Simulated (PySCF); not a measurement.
Isomers of C5H4F2O2. Method used: TDDFT CAM-B3LYP/def2-SVPD, vertical, gas phase, core orbitals frozen in the response in PySCF 2.14.0, density-fitted response routines. Geometries: GFN2-xTB; one conformer of each isolated species. Triplets are in the Tamm–Dancoff approximation. 'Strongest' means the level of largest summed f among the lowest 8 singlets; it needn't be the same kind of state in each.

Question: Rank by computed energy of the strongest computed level, highest first.
A. `O=C(F)[C@H]1C[C@H]1C(=O)F`
B. `c1cc(oc1)OC(F)F`
C. `O=C(O)[C@@]1(F)C/C1=C/F`
D. `FCC1=C(F)OC=CO1`
E. `FC(F)Oc1ccoc1`

Answer: E (7.92 eV), A (7.68 eV), D (7.53 eV), C (7.14 eV), B (6.06 eV).

```tsv
SMILES	strongest (eV)	first f ≥ 0.01 (nm)	S1 (eV)	f (S1)	HOMO (eV)	α (au)	S1 mainly
FC(F)Oc1ccoc1	7.92	204	6.09	0.142	-8.23	64.7	H→L (96%)
O=C(F)[C@H]1C[C@H]1C(=O)F	7.68	161	5.79	0.000	-10.68	61.4	H→L (75%)
FCC1=C(F)OC=CO1	7.53	226	4.36	0.002	-7.58	63.8	H→L (98%)
O=C(O)[C@@]1(F)C/C1=C/F	7.14	186	5.87	0.002	-9.45	66.9	H-1→L+1 (43%)
FC(F)Oc1ccco1	6.06	205	6.06	0.186	-7.96	65.1	H→L (96%)
```

H and L stand for HOMO and LUMO.

- `FC(F)Oc1ccoc1`: Löwdin shares by element: HOMO carbon 68% or more, oxygen 9% or more (atoms not listed hold the other 22%); LUMO carbon 53% or more, oxygen 19% or more (atoms not listed hold the other 28%).
- `O=C(F)[C@H]1C[C@H]1C(=O)F`: Löwdin shares by element: HOMO oxygen 68%, fluorine 12% (atoms not listed hold the other 20%); LUMO carbon 37% or more, oxygen 28% (atoms not listed hold the other 36%).
- `FCC1=C(F)OC=CO1`: Löwdin shares by element: HOMO oxygen 43%, carbon 27% or more (atoms not listed hold the other 30%); LUMO carbon 64% or more (atoms not listed hold the other 36%).
- `O=C(O)[C@@]1(F)C/C1=C/F`: Löwdin shares by element: HOMO carbon 72% or more, fluorine 15% or more; LUMO carbon 50% or more, oxygen 9% or more (atoms not listed hold the other 41%).
- `FC(F)Oc1ccco1`: Löwdin shares by element: HOMO carbon 75% or more (atoms not listed hold the other 25%); LUMO carbon 52% or more, oxygen 18% or more (atoms not listed hold the other 30%).
